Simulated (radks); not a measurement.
Results of a calculation; reference values are marked as such.
Spin polarisation of the 5d2 shell in La+. Start: [Xe] 5d(up 1, down 1); electrons of 5d are moved from spin down to spin up, other shells keep equal spins. Level of theory: non-relativistic Kohn-Sham, TPSS, spin-polarised, spherical densities, point nucleus; meta-GGA in the generalised Kohn-Sham scheme (a radial shooting solver on a logarithmic mesh with Libxc functionals).

moment (Bohr magnetons)	E - E(0) (eV)	e(5d up) (eV)	e(5d down) (eV)	5p down minus up (eV)	5s down minus up (eV)	4d down minus up (eV)
0	0.000	-7.273	-7.273	0.000	0.000	0.000
0.5	-0.035	-7.409	-7.130	0.242	0.187	0.019
1	-0.139	-7.532	-6.983	0.482	0.375	0.039
1.5	-0.309	-7.641	-6.831	0.721	0.562	0.058
2	-0.545	-7.734	-6.627	0.955	0.746	0.077

At moment 2 the spin-polarisation energy is -0.545 eV and the 5d exchange splitting 1.107 eV, that is 0.553 eV per Bohr magneton; E = -I m^2/4 would give I = 0.545 eV.
